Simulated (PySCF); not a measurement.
## Calculated data, CH6NOSi

Calculation on a computer-drawn molecule: the log of a Hartree-Fock and frozen-core CCSD(T) single point meant for a local Hartree-Fock minimum, with one planted fault or none, to be diagnosed. Offsets are logged minus clean, where the clean run is the same molecule without the fault. The reference is restricted for singlets and unrestricted otherwise, and also for a bond in bohr or an excited solution. Adding or removing an electron swaps singlet and doublet. The excited solution moves the top pair (singlet) or top alpha electron (doublet) to the lowest empty orbital. Highest occupied and lowest empty are orbital energies over both spins, largest force is the largest gradient component, triples share is (T) over the correlation energy, the T1 limit is 0.02 restricted and 0.045 unrestricted, electrons count all cores, a negative frequency is imaginary (commonest isotopes), and the dipole is about the centre of nuclear charge. Program: PySCF 2.14.0.

```xyz
10
formula=CH6NOSi meant_charge=0 meant_multiplicity=2 meant_basis=cc-pV(D+d)Z logged_electrons=42 logged_basis_functions=95 logged_SCF_converged=yes logged_spin_squared=0 logged_highest_occupied=0.53682 logged_lowest_empty=9.2249 logged_largest_force=0.1199 logged_T1_diagnostic=0.012532 logged_D1_diagnostic=0.038766 logged_triples_share=0.025077 logged_CC_converged=yes logged_dipole_magnitude=5.6288 logged_SCF_stable_within_its_kind=yes logged_energy_HF=-459.57554 logged_energy_CCSD(T)=-460.24382 possible_faults=no_fault,one_electron_removed,one_electron_added,multiplicity_raised_by_two,geometry_at_a_saddle_point,SCF_held_on_an_excited_solution,minimal_basis_STO-3G,one_bond_length_entered_in_bohr,all_coordinates_scaled
C     -1.2537    -1.2537    -1.7552
O     -0.8979    -0.8373    -0.4608
Si     0.4624    -0.0114    -0.0406
N      0.5433     1.4681    -0.9215
H     -2.2826    -1.6109    -1.7288
H     -0.6098    -2.0705    -2.0929
H     -1.1815    -0.4320    -2.4709
H      1.6963    -0.7616    -0.4082
H     -0.1566     2.1722    -0.7746
H      1.4408     1.8981    -1.0524
```

Units: logged_highest_occupied, logged_lowest_empty in eV; logged_largest_force in hartree/bohr; logged_dipole_magnitude in debye; logged_energy_HF, logged_energy_CCSD(T) in hartree.

Drawn bonds:
```csv
atom,other atom,order
1,2,1
2,3,1
3,4,1
1,5,1
1,6,1
1,7,1
3,8,1
4,9,1
4,10,1
```

Notes: highest electron not bound in this basis.

Q: Which fault was planted in the run of CH6NOSi?
A: one electron added

Further results for CH6NOSi:

- HF energy offset from clean run: 36.11 kcal/mol
- CCSD(T) energy offset from clean run: 17.03 kcal/mol
